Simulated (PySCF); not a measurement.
## Splitting trees

Geometry (Å), atoms numbered from 1 in this order:
```xyz
15

C    -2.4004   -0.3233    0.0309
C    -1.1754    0.5582   -0.1071
O    -0.0093   -0.2787    0.0596
C     1.1722    0.3414   -0.0328
F     1.3203    0.9761   -1.2346
F     1.2871    1.3532    0.8791
C     2.2885   -0.6881    0.1677
F     3.5124   -0.1034    0.0835
H    -2.4135   -0.7926    1.0100
H    -3.2953    0.2800   -0.0884
H    -2.3895   -1.1001   -0.7276
H    -1.1634    1.3380    0.6615
H    -1.1354    1.0265   -1.0960
H     2.1845   -1.1327    1.1610
H     2.2127   -1.4466   -0.6160
```

One computed conformer, relativity neglected, fast rotation and ring inversion assumed for equivalent nuclei, no solvent. J couplings at B3LYP/pcJ-1 (spin–dipole term only in couplings to heteroatoms); shielding tensors at PBE0/pcSseg-1 (GIAO); geometry from GFN2-xTB; PySCF 2.14.0 with density-fitted response routines.

Referencing at the same level of theory: ¹⁹F against CFCl3; TMS for ¹H.

Spectrometer: 600 MHz for ¹H. First-order analysis; couplings under 1 Hz (under 4 Hz in carbon signals) are ignored, and nearly equal couplings are merged; the smaller ones broaden or split the lines further.

Task: What pattern does F5/F6 show (¹⁹F)?

Result: A doublet of triplets at δ -107.4: 14.0 Hz to F8 (1 × ¹⁹F, 3 bonds away), 11.2 Hz to H14/H15 (2 × ¹H, 3 bonds away). Lines in Hz from the centre (relative intensity): +18.2 (1), +7.0 (2), +4.2 (1), -4.2 (1), -7.0 (2), -18.2 (1). The outer lines are 36.4 Hz apart, the sum of the couplings kept, or 0.064 ppm at this field.

Task: What pattern does H9/H10/H11 show (¹H)?

Result: A triplet at δ 1.37: 7.6 Hz to H12/H13 (2 × ¹H, 3 bonds away). Lines in Hz from the centre (relative intensity): +7.6 (1), +0.0 (2), -7.6 (1). The outer lines are 15.2 Hz apart, the sum of the couplings kept, or 0.025 ppm at this field.

Task: What pattern does F8 show (¹⁹F)?

Result: A triplet of triplets at δ -268.1: 52.8 Hz to H14/H15 (2 × ¹H, 2 bonds away), 14.0 Hz to F5/F6 (2 × ¹⁹F, 3 bonds away). Lines in Hz from the centre (relative intensity): +66.8 (1), +52.8 (2), +38.8 (1), +14.0 (2), +0.0 (4), -14.0 (2), -38.8 (1), -52.8 (2), -66.8 (1). The outer lines are 133.6 Hz apart, the sum of the couplings kept, or 0.237 ppm at this field.

Task: What pattern does H12/H13 show (¹H)?

Result: A quartet at δ 4.31: 7.6 Hz to H9/H10/H11 (3 × ¹H, 3 bonds away). Lines in Hz from the centre (relative intensity): +11.4 (1), +3.8 (3), -3.8 (3), -11.4 (1). The outer lines are 22.8 Hz apart, the sum of the couplings kept, or 0.038 ppm at this field.

Unscaled 3J(H,H) at this level run about 10 % above measured values. Only one conformer was computed, so three-bond couplings in flexible chains and rings are approximate.
